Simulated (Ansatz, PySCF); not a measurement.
Sn(F)3(SH) (F3HSSn), SMILES [F][Sn]([F])([F])[SH].

Geometry optimised at B3LYP-D3(BJ)/def2-SVP. The structure was generated by enumeration; whether it is a known compound was not checked. The def2 effective core potentials stand for the cores of Sn; spin–orbit coupling is left out. The values are those of a single conformer.

Vertical ionisation energy (IE) and electron affinity (EA) in eV. Rows of orbital energies are one-electron estimates. Where ΔSCF, EOM or ADC give a negative EA the extra electron is unbound and the value depends on the basis.

| level | IE | EA |
|---|---|---|
| −ε(HOMO), −ε(LUMO), HF/def2-TZVP (PySCF) | 12.02 | -0.49 |
| −ε(HOMO), −ε(LUMO), PBE/def2-TZVP (PySCF) | 7.65 | 4.25 |
| ΔSCF, CAM-B3LYP/def2-SVPD (Ansatz), final states of multiplicity 2 and 2 | 11.48 | 1.68 |
| ΔSCF, PBE/def2-SVPD (Ansatz), final states of multiplicity 2 and 2 | 11.22 | 1.66 |

Question: What vertical singlet–triplet gap does ΔSCF give with CAM-B3LYP/def2-SVPD (Ansatz, an electronic-structure program) and with PBE/def2-SVPD (Ansatz)? (The exact figures need the calculation; the answer reports its results.)

Answer: 3.89 and 3.78 eV (triplet above singlet where positive).
